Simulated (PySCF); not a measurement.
From orbital energies to excitation energies

CH7Ge2NO.
InChI=1S/CH7Ge2NO/c2-4(3)1-5/h1H,2-3H3

Method: PySCF 2.14.0, density-fitted response routines, TDDFT CAM-B3LYP/def2-SVPD, vertical, gas phase, core orbitals frozen in the response. Isolated species at its PBE0-D3(BJ)/def2-SVP geometry, gas phase. The CAM-B3LYP/def2-SVPD calculation is non-relativistic and has no spin–orbit coupling, an omission that weighs most on germanium. Torsions of this conformer, `[O:1]=[CH:2][N:3]([GeH3:4])[GeH3:5]`: O1–C2–N3–Ge4 -179°.

Orbital energies (eV): HOMO-3 -11.26, HOMO-2 -11.04, HOMO-1 -9.21, HOMO -9.14, LUMO 0.57, LUMO+1 0.72, LUMO+2 1.12.

Computed singlets:

| state | E (eV) | f |
| --- | --- | --- |
| S1 | 5.63 | 0.0004 |
| S2 | 6.66 | 0.0000 |
| S3 | 6.88 | 0.047 |
| S4 | 7.09 | 0.042 |
| S5 | 7.34 | 0.032 |
| S6 | 7.50 | 0.0029 |

Q: Assign a leading configuration to S2, S4, S5 and S6 and set E beside the orbital difference Δε.

A: 

```tsv
state	leading configuration	weight	Δε (eV)	E (eV)	E − Δε (eV)	f	other configurations
S2	HOMO→LUMO+1	0.85	9.87	6.66	-3.21	0.0000	H→L (8%)
S4	HOMO→LUMO	0.86	9.72	7.09	-2.63	0.042	–
S5	HOMO-1→LUMO	0.68	9.78	7.34	-2.44	0.032	H-1→L+1 (12%)
S6	HOMO→LUMO+2	0.73	10.27	7.50	-2.77	0.0029	H→L+5 (11%)
```

E − Δε runs from -3.21 to -2.44 eV. By orbital difference alone the order would be S4, S5, S2, S6.

H and L stand for HOMO and LUMO. The other states: S1 5.63 eV, f 0.0004, H-1→L+3 (78%), H-1→L+6 (17%); S3 6.88 eV, f 0.047, H→L+3 (66%), H-1→L+1 (21%).

Summed over the main configurations (up to three a state, each over 8%) of all 6 singlets, the electron leaves HOMO with weight 3.29 and HOMO-1 with weight 1.95.

The run took about 1.6 min of CPU time (one thread, shared machine).
